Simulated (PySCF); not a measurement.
C2HCl2, SMILES Cl[C]=CCl, multiplicity 2.

Geometry: B3LYP-D3(BJ)/def2-SVP. The isomer is the one that the SMILES or the coordinates give; other isomers of the formula were not compared.

Method: TDA-PBE/def2-SVPD (PySCF 2.14.0).

Vertical excitations. 

```csv
state,energy (eV),λ (nm),f,main pairs
root 1,1.81,687,0.000,β HOMO→LUMO 99 %
root 2,3.39,366,0.002,β HOMO−1→LUMO 99 %
root 3,4.24,292,0.001,"α HOMO−1→LUMO 49 %, β HOMO→LUMO+1 48 %"
root 4,4.33,286,0.000,β HOMO−2→LUMO 100 %
root 5,4.75,261,0.001,α HOMO→LUMO 93 %
root 6,4.95,250,0.028,β HOMO−3→LUMO 91 %
root 7,5.33,233,0.000,"α HOMO−1→LUMO+1 58 %, β HOMO→LUMO+2 41 %"
root 8,5.38,230,0.013,α HOMO→LUMO+1 86 %
root 9,5.53,224,0.002,β HOMO−4→LUMO 95 %
root 10,5.82,213,0.000,"α HOMO−1→LUMO+1 41 %, β HOMO→LUMO+2 57 %"
```
Unrestricted roots are not spin-pure.
